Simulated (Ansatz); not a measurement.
Relaxation of H₈OSi₃ (12 atoms, charge 0, multiplicity 1), to a largest force component of 0.02 eV/Å in at most 40 steps.

The calculation used RKS PBE/6-31G* (Ansatz).

```xyz
12
Properties=species:S:1:pos:R:3
Si 0.000 0.000 0.000
O 0.000 0.000 1.680
Si -1.315 -0.407 2.644
H -2.239 -1.240 1.880
H -0.851 -1.143 3.816
H -1.999 0.809 3.073
H 1.377 0.000 -0.486
H -0.688 1.191 -0.486
Si -1.046 -1.812 -0.739
H -1.703 -2.485 0.377
H -2.045 -1.427 -1.731
H -0.078 -2.717 -1.351
```

Q: Where does it end, and by what steps?

A: It converged. The force dipped under the threshold on the way, but the program's further checks kept it going. After 31 steps the energy has fallen by 0.499 eV; H10 moved furthest, 1.43 Å.

```
step  energy less start (eV)  largest force component (eV/Å)  accepted
   0                  0.0000                           0.943       yes
   2                 -0.4105                           0.234       yes
   4                 -0.3872                           0.459        no
   6                 -0.4481                           0.048       yes
   8                 -0.4512                           0.067       yes
  10                 -0.4543                           0.146       yes
  12                 -0.4615                           0.118       yes
  14                 -0.4793                           0.180       yes
  16                 -0.4900                           0.042       yes
  18                 -0.4937                           0.064       yes
  20                 -0.4961                           0.062       yes
  22                 -0.4970                           0.049       yes
  24                 -0.4976                           0.048       yes
  26                 -0.4981                           0.033       yes
  28                 -0.4984                           0.049       yes
  30                 -0.4986                           0.020       yes
  31                 -0.4986                           0.006       yes
```

```xyz
12
Properties=species:S:1:pos:R:3
Si -0.147 -0.011 0.010
O -0.109 -0.177 1.677
Si -1.168 -0.393 2.950
H -1.894 -1.703 2.828
H -0.368 -0.388 4.214
H -2.186 0.710 2.998
H 1.271 0.170 -0.444
H -0.920 1.225 -0.371
Si -1.105 -1.860 -1.096
H -2.540 -2.059 -0.701
H -1.060 -1.608 -2.577
H -0.359 -3.133 -0.812
```

Whether the end is a true minimum wasn't checked by a vibrational analysis.

Run time: 110 s on 1 thread of Intel(R) Xeon(R) Platinum 8259CL CPU @ 2.50GHz (Skylake/Cascade Lake) (shared host), peak memory 0.15 GiB.
